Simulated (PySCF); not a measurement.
Values are calculated unless marked as measured or tabulated.
Si2PH7N

The system: Si2PH7N, a small molecule (built as: end group NH); neutral, doublet. The structure, one conformer, was relaxed in the gas phase by PBE0-D3(BJ)/def2-SVP. No frequency run checks that it is a minimum.

SMILES: [NH]P([SiH3])[SiH3]

```xyz
11

Si    1.722   -0.843   -0.112
P     0.153    0.624   -0.809
Si   -1.792   -0.135    0.080
N     0.630    2.021   -0.044
H     1.742   -0.960    1.376
H     3.042   -0.364   -0.609
H     1.392   -2.170   -0.715
H    -2.164   -1.414   -0.595
H    -1.696   -0.352    1.556
H    -2.825    0.909   -0.193
H    -0.171    2.654    0.077
```
Atoms count from 1 in this order.

EPR values by unrestricted B3LYP, IGLO-III on N P Si, pcH-1 on H.

Task: Predict g and the largest hyperfine couplings. Where does the spin sit?

Result: g = 2.0019, 2.0049, 2.0089. The spin sits on N4 (67 %, bonded to 1 P + 1 H) by Mulliken populations.
```tsv
atom	isotope	isotropic (MHz)	dipolar, principal values (MHz)
P2	31P	402.0	-85.3, -70.4, 155.7
N4	14N	21.7	-30.4, -29.8, 60.2
Si3	29Si	-65.8	-15.7, 7.0, 8.7
H11	1H	-39.2	-35.7, -7.2, 42.9
Si1	29Si	-40.1	-10.6, 4.7, 5.9
H9	1H	28.1	-2.0, -0.9, 2.9
```

Task: How do the isotropic couplings move with BHandHLYP?

Result: P2 402.0 to 331.1 MHz, N4 21.7 to 34.5 MHz, Si3 -65.8 to -64.2 MHz, H11 -39.2 to -52.4 MHz.
